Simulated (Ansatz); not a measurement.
Ideal-gas functions of CH₅NSSi, SMILES `N=C([SiH3])S` at 500 K and 1 bar, from an Ansatz frequency run at PBE0-D4/def2-TZVP.

Molar mass 91.21 g/mol, point group C1 (symmetry number 1), electronic degeneracy 1, moments of inertia 72.611, 166.914, 233.626 u Å². Harmonic wavenumbers (cm⁻¹, unscaled): 44, 186, 207, 346, 369, 499, 632, 682, 817, 901, 912, 934, 944, 968, 1253, 1670, 2225, 2235, 2273, 2705, 3429.

Use S(trans) = R[1.5 ln M + 2.5 ln T − 1.1517]; rotational temperatures θ = 24.2544 K / I; S(rot) = R[ln(√π/σ · √(T³/θAθBθC)) + 1.5]; for each mode x = 1.438777 ν̃/T, S = R[x/(eˣ − 1) − ln(1 − e⁻ˣ)] and H = RT x/(eˣ − 1); 1 cm⁻¹ = 0.0119627 kJ/mol; R = 8.31446 J/(mol·K).

Question: By hand: the entropy, in J/(mol·K).

Answer: Translation 175.9. Rotation: θ = 0.334, 0.1453, 0.1038 K, giving 116.7. Vibration, mode by mode: 25.50, 13.61, 12.74, 8.69, 8.20, 5.99, 4.40, 3.93, 2.89, 2.39, 2.33, 2.22, 2.17, 2.05, 1.07, 0.40, 0.10, 0.10, 0.09, 0.03, 0.00, in all 98.9. Electronic 0.0. Sum 391.5 J/(mol·K).

Question: By hand: H − E and G − E in kJ/mol, counted from the electronic energy.

Answer: Zero-point energy ½ × 24231 × 0.0119627 = 144.9; thermal vibration 25.4; translation, rotation and pV give 4 RT = 16.6. H − E = 186.9 kJ/mol, and G − E = 186.9 − 500 × 391.5/1000 = -8.8 kJ/mol.

Vibration gives 25 % of the entropy, 25.5 J/(mol·K) of it from the mode under 150 cm⁻¹: soft modes count most, and the harmonic formula is weakest for them. The sum counts one conformer and one mirror image; others add a mixing term.
